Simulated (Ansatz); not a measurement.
Gas-phase reaction in SMILES: C[SiH2]O[SiH2]C + H+ -> C[SiH2][OH+][SiH2]C
Each molecule is optimised on its own at B3LYP-D3(BJ)/def2-TZVP (Ansatz, a program for electronic structure), one conformer each, not searched for the lowest.

Quantity: proton affinity (electronic energy difference), positive where the reaction releases energy, in kcal/mol. Valence correlation only, unless marked. No spin-orbit coupling. Non-relativistic. CBS marks a two-point X^-3 extrapolation of the correlation energy; Hartree-Fock from the larger set.

```tsv
level	program	proton affinity (kcal/mol)
SVWN5/def2-TZVPD	Ansatz	___
r2SCANh/def2-TZVPD	Ansatz	195.2
r2SCAN0/def2-TZVPD	Ansatz	195.2
LC-wPBE/def2-TZVPD	Ansatz	197.0
wB97X-V/def2-TZVPD	Ansatz	196.8
RPA@PBE/cc-pV(T+d)Z	Ansatz	___
CCSD/cc-pV(D+d)Z	Ansatz	___
CCSD/cc-pV(Q+d)Z	Ansatz	196.8
CCSD(T)/CBS(cc-pV(T+d)Z,cc-pV(Q+d)Z)	Ansatz	___
```

Problem. What belongs in the gaps?

Solution. 
- SVWN5/def2-TZVPD, proton affinity (kcal/mol): 190.4
- RPA@PBE/cc-pV(T+d)Z, proton affinity (kcal/mol): 201.1
- CCSD/cc-pV(D+d)Z, proton affinity (kcal/mol): 203.6
- CCSD(T)/CBS(cc-pV(T+d)Z,cc-pV(Q+d)Z), proton affinity (kcal/mol): 195.4
